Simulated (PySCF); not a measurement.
## Nb(NH)Cl3: computed shieldings and shifts

Nb(NH)Cl3, Cl3HNNb.

Geometry (Å), atoms numbered from 1 in this order:
```xyz
6

Nb   -0.0208   -0.0078   -0.4124
N     0.0539    0.0387    1.3045
H     0.0938    0.0491    2.3205
Cl    2.1413   -0.0342   -1.1649
Cl   -1.1220    1.8845   -1.0984
Cl   -1.1461   -1.9303   -0.9494
```

GIAO calculations in PySCF on the PBE0-D3(BJ)/def2-SVP structure: isolated species, scalar relativity only through the core potential, equivalent atoms averaged; basis pcSseg-1 (def2-TZVP on Nb).

Task: Give the isotropic shieldings (ppm) with KT2, PBE0.

Result: 
```csv
atoms,environment,KT2,PBE0
Cl4/Cl5/Cl6,chlorine bonded to Nb,399,424
N2,"nitrogen bonded to Nb, H",-147.4,-181.6
H3,hydrogen on a nitrogen bonded to Nb,24.11,24.99
HOMO–LUMO gap (eV),–,3.82,5.98
```

Task: And the chemical shifts, against references computed in the same way?

Result: 
```
      atoms  nucleus, reference    KT2   PBE0
Cl4/Cl5/Cl6           ³⁵Cl, HCl    544    519
         N2            ¹⁵N, NH3  411.7  447.3
         H3             ¹H, TMS   7.07   6.28
```

Task: Which part of the shielding of Cl4/Cl5/Cl6 depends on the functional?

Result: Diamagnetic: KT2 1150, PBE0 1148 ppm; paramagnetic: KT2 -751, PBE0 -725 ppm. The diamagnetic part, set mainly by inner electrons, hardly moves; the paramagnetic part goes with low-lying magnetically allowed excitations and carries the spread.

Nb is described by an effective core potential, so it has no shielding of its own here; spin–orbit effects on the atoms bonded to it, which can be large, are absent, and the values of these neighbours are rough. Experimental scales use liquid or dissolved standards, which lie at an offset from isolated NH3 (liquid NH3: subtract about 20 ppm). Unscaled 15N shifts of sp2 nitrogen come out 20 to 40 ppm too high even then.
